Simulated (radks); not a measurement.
Values are calculated unless marked as measured or tabulated.
The thallium ion Tl2+ inside a hard spherical wall (all orbitals vanish at R), configuration held at [Xe] 4f14 5d10 6s1 and not refilled when levels cross. Code: a radial shooting solver on a logarithmic mesh with Libxc functionals. Model: scalar-relativistic Kohn-Sham, LDA (Slater exchange, Perdew-Wang correlation), spin-polarised, spherical densities, finite nucleus; open shells are filled with parallel spins first (spin-orbit coupling, left out, can overturn this in heavy ions); Fermi nuclear charge, rms radius 5.4759 fm. Eigenvalues in eV for spin up, with the zero of energy where the potential of the charges vanishes at infinity; a dash marks a level that is unbound or too diffuse for the functional's potential to be trusted. A positive occupied level is held by the wall or, in an anion where self-interaction has pushed it up, behind a barrier. The pressure on the wall is -dE/dV.

R (bohr)  E (hartree)  kinetic (hartree)    e(4f)    e(5p)    e(5d)    e(6s)  e(6p, empty)  e(7s, empty)  pressure (GPa)
free      -20228.7703          22763.297  -132.46  -94.331  -33.559  -26.165       -16.646        -8.621               0
20        -20228.7703          22763.297  -132.46  -94.331  -33.559  -26.165       -16.646        -8.621        < 0.0001
10        -20228.7703          22763.297  -132.46  -94.331  -33.559  -26.165       -16.646        -8.523        < 0.0001
6         -20228.7694          22763.310  -132.42  -94.298  -33.529  -26.122       -16.424        -4.596           0.138
2.5       -20226.3519          22776.148  -114.54  -79.569  -17.968    5.892        31.206        141.63            2250
2         -20219.7571          22805.433  -89.194  -58.969    7.330   63.580        103.49        303.42           14700
1.5       -20187.7493          22928.893  -21.345    8.347   92.138   261.92        329.99        748.15          141000
